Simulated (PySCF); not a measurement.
Mg(I)(Et) (C2H5IMg), SMILES C[CH2][Mg][I].

Coordinates come from a B3LYP-D3(BJ)/def2-SVP optimisation. The def2 effective core potentials stand for the cores of I; spin–orbit coupling is left out. Other conformers were not sampled.

Level of theory: B3LYP/def2-TZVP in PySCF.

Isolated molecule, no solvent.

The total energy comes out as -577.22172 hartree and the point group is Cs. The highest occupied level is -6.75 eV, the lowest empty level is -1.47 eV and the orbital gap comes out as 5.28 eV. The dipole moment is 2.21 D and the quadrupole, principal values (traceless, Buckingham form, about the centre of nuclear charge) is -7.35, 3.26, 4.09 D·Å. The mean static polarisability is 89.7 bohr³ (13.29 Å³) and the polarisability, principal values is 70.6, 73.5, 125.1 bohr³.
